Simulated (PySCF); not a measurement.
Job for PySCF: R-M06-2X/def2-TZVPP on H2Se2 (SMILES [SeH][SeH]), a point of a torsion scan.

```python
from pyscf import gto, dft

mol = gto.M(
    atom='''
    Se   -1.04560874    0.63504606    0.46796826
    Se    1.04550137    0.55335439   -0.46412304
    H    -1.56297770   -0.53856867   -0.21601192
    H     1.76551161    0.40760477    0.79015794
    ''',
    basis='def2-tzvpp',
    charge=0, spin=0, verbose=4, max_memory=1800)
mf = dft.RKS(mol, xc='m062x').density_fit(auxbasis='def2-universal-jkfit')
mf.grids.level = 4
mf.conv_tol = 1e-9
mf.max_cycle = 150
mf.kernel()
mf.dip_moment()
```

Problem. Predict the final total energy.

Solution. -4804.3574 hartree.
